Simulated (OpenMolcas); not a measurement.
**Fe3+, Ru3+, Os3+: d⁵ down the group**

```
Program             : OpenMolcas 26.06
Method              : MS-CASPT2, IPEA 0.25 Eh, imaginary shift 0.1 Eh
Basis               : ANO-RCC-VTZP
Scalar Hamiltonian  : DKH2, point nucleus
Spin-orbit coupling : RASSI with atomic mean-field integrals over the reference wave functions, term energies averaged over their components
```

Active space for each ion: 5 electrons in 5 orbitals (d); closed shells correlated by CASPT2: Fe3+ 3s 3p; Ru3+ 4s 4p; Os3+ 5s 5p.

Computed levels in cm-1 above ⁶S_5/2:

```csv
Level,Fe3+,Ru3+,Os3+
⁴G_7/2,33360,24070,21660
⁴G_11/2,33370,24150,22730
⁴G_9/2,33380,24210,23420
⁴P_1/2,37020,27360,24960
⁴D_7/2,40030,28480,27470
⁴D_1/2,40110,29330,31010
²I_11/2,48790,35410,33060
²I_13/2,48870,35910,35990
²F_7/2(1),53860,40800,45250
weight of ⁶S in the lowest level (%),100,99,89
```

Mixed levels, with the weight of the term that names them: Ru3+ ⁴P_1/2 (71 %), Ru3+ ⁴D_1/2 (71 %), Ru3+ ²F_7/2(1) (72 %), Os3+ ⁴G_7/2 (69 %), Os3+ ⁴P_1/2 (60 %), Os3+ ⁴D_7/2 (71 %), Os3+ ⁴D_1/2 (65 %), Os3+ ²F_7/2(1) (58 %).

Measured, with the error of the calculation in %. Measured levels: Fe3+ from Corliss and Sugar, J. Phys. Chem. Ref. Data 11, 135 (1982).

```csv
Level,Fe3+
⁴G_11/2,32246 (+3.5)
⁴P_1/2,35407 (+4.6)
⁴D_7/2,38779 (+3.2)
⁴D_1/2,38897 (+3.1)
²F_7/2(1),51394 (+4.8)
```

Without spin-orbit coupling ⁴G lies 33370, 24110, 22350 cm-1 above ⁶S in that order; the difference to the level ⁴G_7/2, of either sign, comes from spin-orbit coupling, which also lowers the zero.

CASPT2 breaks the degeneracy within a term, and the mean is taken; among the terms shown or strongly mixed into the levels shown the widest spread is 550 cm-1 (4d⁵ ⁴F, Ru3+). Blocks of more than 70 roots (2S+1 = 2 even) ran without multistate coupling. Measured partners are found by configuration, term and J. A level has none where our copy of the source lacks it or the pairing is in doubt (some pairs that miss far off the trend of their configuration count as doubtful), and it then counts in no deviation. Only configurations of the active space appear.

A number in round brackets counts repeated terms of one configuration in the order of the reference energies.
